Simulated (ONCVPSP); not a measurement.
# Plane-wave convergence, ONCV potential for scandium (Sc)

```json
{
 "Element": "Sc",
 "Generator": "ONCVPSP 4.0.1",
 "Type": "optimised norm-conserving Vanderbilt (ONCV)",
 "Functional": "PBE",
 "Relativity": "scalar-relativistic",
 "Frozen core": "[Ne]",
 "Valence charge": "11",
 "Reference configuration": "3s2 3p6 (charge +3)",
 "Partial waves": "3s: rc 1.10 bohr, ncon 4, nbas 7, qcut 6.6 1/bohr, 2 projectors, debl 1.1 Ha; 3p: rc 1.75 bohr, ncon 3, nbas 8, qcut 6.9 1/bohr, 2 projectors, debl 3.3 Ha; d scattering state at 0.09 Ha: rc 1.60 bohr, ncon 4, nbas 7, qcut 6.9 1/bohr, 2 projectors, debl 2.6 Ha",
 "Local potential": "polynomial inside 0.95 bohr (lpopt 5, dvloc0 0 Ha)",
 "Core correction": "Teter function, fcfact 2.75, rcfact 1.35"
}
```

In the s channel the program set the typed energies aside and used -3.176, 0.250 Ha. In the d channel the program set the typed energies aside and used -1.187, 1.413 Ha.

**Question.** For each optimised wave give the share of its norm inside rc, the residual kinetic energy above qcut (Ha) and the cutoffs (Ha) for errors of 10, 1, 0.1 and 0.01 mHa per electron.

**Answer.**

```json
{"wave": "3s", "norm inside rc": "0.592", "residual KE": "8.0e-03", "10 mHa": "20.9", "1 mHa": "78.1", "0.1 mHa": "100.3", "0.01 mHa": "136.0"}
{"wave": "s projector 2", "norm inside rc": "0.024", "residual KE": "1.5e-03", "10 mHa": "14.9", "1 mHa": "23.2", "0.1 mHa": "50.3", "0.01 mHa": "94.6"}
{"wave": "3p", "norm inside rc": "0.910", "residual KE": "1.5e-06", "10 mHa": "12.7", "1 mHa": "16.3", "0.1 mHa": "19.3", "0.01 mHa": "22.0"}
{"wave": "p projector 2", "norm inside rc": "0.055", "residual KE": "1.2e-06", "10 mHa": "11.0", "1 mHa": "15.3", "0.1 mHa": "18.8", "0.01 mHa": "21.6"}
{"wave": "d projector 1", "norm inside rc": "0.705", "residual KE": "4.2e-03", "10 mHa": "21.6", "1 mHa": "51.3", "0.1 mHa": "68.1", "0.01 mHa": "93.6"}
{"wave": "d projector 2", "norm inside rc": "0.064", "residual KE": "9.1e-03", "10 mHa": "23.5", "1 mHa": "46.0", "0.1 mHa": "83.3", "0.01 mHa": "94.4"}
```

The occupied waves need 78 Ha and 100 Ha for 1 and 0.1 mHa. 1 of 4 tests not solved or not reliable.
